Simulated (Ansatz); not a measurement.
Basis-set series for `[NH2][SnH2][NH2]`. Total charge 0; spin multiplicity 1. Sn takes the def2 core potential. All single points use the PBE0-D4/def2-TZVP geometry. It is one conformer, not always the lowest.

| functional | basis | functions | energy (Eh) | HOMO (eV) | LUMO (eV) |
| --- | --- | --- | --- | --- | --- |
| PBE0-D4 | def2-TZVPP | 196 | -327.33782 | -7.08 | 0.01 |
| PBE0-D4 | def2-QZVPP | 376 | -327.34782 | -7.14 | -0.16 |
| ωB97M-V | def2-TZVPP | 196 | -327.35668 | -9.44 | 1.33 |
| ωB97M-V | def2-QZVPP | 376 | -327.36640 | -9.50 | 0.95 |

(1) Give the rows for def2-SVP. (Best estimate.)

## Answers

(1) Ansatz gave: 
```json
{"functional": "PBE0-D4", "basis": "def2-SVP", "functions": "84", "energy (Eh)": "-327.18029", "HOMO (eV)": "-6.78", "LUMO (eV)": "0.54"}
{"functional": "ωB97M-V", "basis": "def2-SVP", "functions": "84", "energy (Eh)": "-327.19221", "HOMO (eV)": "-9.12", "LUMO (eV)": "2.21"}
```

Positive LUMOs are unbound and depend on the basis.
